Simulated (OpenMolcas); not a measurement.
## Cu4+: moving or changing the point charges

Cu4+ among 6 point charges of -2.2 e arranged as a tetragonal octahedron (D4h), 2.03 Å from the ion, with the axial distance 2.233 Å.
```
   2.0300    0.0000    0.0000  -2.20
   0.0000    2.0300    0.0000  -2.20
  -2.0300    0.0000    0.0000  -2.20
   0.0000   -2.0300    0.0000  -2.20
   0.0000    0.0000    2.2330  -2.20
   0.0000    0.0000   -2.2330  -2.20
```

| Item | Value |
| --- | --- |
| Program | OpenMolcas |
| Method | CASSCF |
| Basis | ANO-RCC-VDZP [5s4p2d1f] |
| Scalar Hamiltonian | DKH2, point nucleus |
| Active space | 7 electrons in 5 orbitals (3d) |
| State averaging | 2S+1 = 4 even, 10 roots; 2S+1 = 2 even, 40 roots |
| Spin-orbit coupling | state interaction with AMFI integrals over the reference wave functions |

Runs around this geometry, states (labels of D4, the rotations of D4h). Energies in cm-1 above the lowest state or level, χT in cm3 K/mol.

```tsv
R (Å)	q (e)	Axial / equatorial distance	Ground state	First state of that spin	First gap with spin-orbit (degeneracies)	χT at 300 K	First state of another spin
2.03	-1.1	1.1	4A2	4E 214.0	170.2 (2, 2)	5.087	2A1 24512
1.93	-2.2	1.1	4A2	4E 612.1	327.4 (2, 2)	4.510	2A1 24535
2.03	-2.2	1.1	4A2	4E 499.3	287.7 (2, 2)	4.681	2A1 24614
2.19	-2.2	1.1	4A2	4E 369.7	226.5 (2, 2)	4.906	2A1 24600
2.03	-2.2	1.19	4A2	4E 678.7	278.5 (2, 2)	4.721	2A1 24572
```

Taking the first state of the same spin as R^-n, n = -ln(369.7 / 612.1) / ln(2.19 / 1.93) = 4.0 between the shortest and longest distance.

Without dynamic correlation the repulsion within the d shell is too large (B by tens of per cent), so at a given field states of lower spin stand too high. Point charges give a weaker field than real ligands, and real ions of this kind are often low spin; the high spin found here belongs to the model. The ground term spreads over less than 5000 cm-1, several times less than with real ligands, so orbital moments are less quenched and χT lies further from the spin-only value than at real sites. Spin-orbit coupling mixes the spin-free states strongly: the lowest level takes only 49 % from its leading state, 4A2 (figures for R = 2.03, q = -1.1, ratio = 1.1; the like holds for R = 1.93, q = -2.2, ratio = 1.1, R = 2.03, q = -2.2, ratio = 1.1, R = 2.19, q = -2.2, ratio = 1.1, R = 2.03, q = -2.2, ratio = 1.19). This is an electrostatic model: the charges have no orbitals. No measured value stands beside these numbers.
